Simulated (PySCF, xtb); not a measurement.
Te(Br)(OMe) (CH3BrOTe), SMILES CO[Te]Br.

The structure is a stationary point at B3LYP-D3(BJ)/def2-SVP. The structure was generated by enumeration, and PubChem lists no compound with its InChIKey, so it may never have been made. The def2 effective core potentials stand for the cores of Te; spin–orbit coupling is left out. The values are those of a single conformer.

These are PySCF with IEF-PCM-B3LYP/def2-SVP values and carry that method's errors.

The values are the electrostatic part of the solvation free energy, E(continuum) − E(gas) at the gas-phase geometry, in a cavity of scaled van der Waals radii (PySCF's table); cavitation and dispersion terms are not included. In vacuum the orbital gap is 3.31 eV. The dipole moment in vacuum is 1.93 D.

Computed values in water (ε = 78.36), n-hexane (ε = 1.88), methanol (ε = 32.61):
| solvent | ε | ΔG(elec) (kcal/mol) | dipole (D) | gap (eV) |
|---|---|---|---|---|
| water | 78.36 | -3.9 | 2.62 | 3.39 |
| n-hexane | 1.88 | -1.4 | 2.15 | 3.34 |
| methanol | 32.61 | -3.8 | 2.60 | 3.39 |

For comparison, GFN2-xTB/ALPB(water) (xtb, at the GFN2-xTB geometry, all terms of that model) gives -1.9 kcal/mol.
